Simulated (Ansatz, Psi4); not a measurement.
Input for Ansatz (a first-principles code):
Ansatz 0.2 input:
```yaml
crystal:
  periodic: [false, false, false]
  atoms:
    - {symbol: P, position_ang: [-0.00000000, -0.00000000, -0.98489567]}
    - {symbol: P, position_ang: [0.00000000, 0.00000000, 0.98489567]}
basis:
  gaussian:
    orbitals: cc-pVDZ
hamiltonian:
  xc: r2scan
total_charge: 1
magnetization: {spin_polarized: true, initial_magnetization: 1}
accuracy: high
```

Q: Convert this to an input for Psi4.

A: This is not unique; one that fits is 
```
memory 2 GB

molecule mol {
1 2
P    -0.000000   -0.000000   -0.984896
P     0.000000    0.000000    0.984896
}

set {
  basis cc-pvdz
  reference uks
  scf_type pk
  puream true
  d_convergence 1e-8
  dft_radial_points 99
  dft_spherical_points 590
}

energy('r2scan')
print_variables()
```

Both were run: Ansatz gave -682.255004 Eh and Psi4 -682.254984 Eh, 0.021 mEh apart.
